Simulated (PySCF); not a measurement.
A GIAO shielding run with PySCF (density fitting, non-relativistic, gas phase) on SMILES [C@@]1(Cl)(CO[SiH3])[C@H](OC=O)C1, C$_{5}$H$_{9}$ClO$_{3}$Si:

```
$ OMP_NUM_THREADS=1 python probes_run.py task.json out

{"job": {"kind": "nmr", "xc": "PBE0", "basis": "pcSseg-1"}, "charge": 0, "multiplicity": 1}
O      2.647649    -1.460895    -0.782730
C      3.191660    -0.524293    -0.281591
O      2.614455     0.597665     0.130833
C      1.217116     0.662671    -0.010663
C      0.475169     1.575516     0.916299
C      0.348020     0.090109     1.075847
Cl     1.151854    -0.658753     2.443521
C     -0.931689    -0.633282     0.709278
O     -1.544904     0.029646    -0.344212
Si    -2.919104    -0.356797    -1.125578
H      4.276411    -0.446238    -0.100518
H      0.874613     0.534236    -1.031313
H      1.059788     2.107946     1.649840
H     -0.374574     2.109262     0.520934
H     -0.691715    -1.666930     0.428072
H     -1.595968    -0.662129     1.583737
H     -2.817183    -1.673028    -1.757115
H     -2.937590     0.757707    -2.057377
H     -4.053810    -0.373163    -0.198190
```

Hardware: 1 thread of an Arm Neoverse N1, shared host. The job also computes population analyses, field gradients, ring-centre shieldings.

**Question.** How large is the calculation?

**Answer.** 94 electrons, 229 basis functions and 1234 auxiliary functions.

**Question.** How long does it take, and how much memory does it need?

**Answer.** 2 min of wall time, with 14 SCF cycles and 5 response iterations; peak memory 1.1 GiB. Times on a shared host scatter by some tens of per cent.
